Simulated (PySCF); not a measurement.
# Heteronuclear NMR

Numbering as in the mapped SMILES `[CH3:1][SiH2:2][C@@H:3]1[CH2:4][C@@H:5]1[N:6]([SiH3:7])[SiH3:8]`; H(Xn) means a hydrogen on atom n. Ha(C4) is cis to Si2 on the ring; Ha(Si2) is pro-R; Hb(Si2) is pro-S; Hb(C4) is trans to Si2 on the ring.

Non-relativistic, equivalent nuclei averaged, in vacuum, one computed conformer. Coordinates at the GFN2-xTB level; NMR shieldings at PBE0/pcSseg-1/GIAO; PySCF 2.14.0 with density-fitted response routines.

Q: Predict the ²⁹Si NMR data.

A: 
| atoms | environment | σ (ppm) | δ (ppm) |
| --- | --- | --- | --- |
| Si2 | silicon bonded to 2 C, 2 H | 387.9 | -38.9 |
| Si7/Si8 | silicon bonded to N, 3 H | 400.3 | -49.0 |

Shieldings were converted by a linear fit to measured shifts: ²⁹Si: δ = 279.94 − 0.822σ (rms 8.9 ppm, 72 shifts, 25.8 ppm with the 6 outliers that the fit left out vs TMS, solution or neat liquid). Occasional misses reach two or three times the rms, and more in compound classes unlike the fitted ones.

On a 400 MHz spectrometer ²⁹Si resonates near 79.5 MHz, so 1 ppm is 79.5 Hz.

Q: Predict the ¹⁵N NMR data.

A: 
```
atoms                 environment  σ (ppm)  δ (ppm)
   N6  nitrogen bonded to C, 2 Si    264.1   -391.4
```

Shieldings were converted by a linear fit to measured shifts: ¹⁵N: δ = -148.07 − 0.921σ (rms 6.3 ppm, 71 shifts vs CH3NO2, solution or neat liquid). Occasional misses reach two or three times the rms, and more in compound classes unlike the fitted ones.

On a 500 MHz spectrometer ¹⁵N resonates near 50.7 MHz, so 1 ppm is 50.7 Hz.
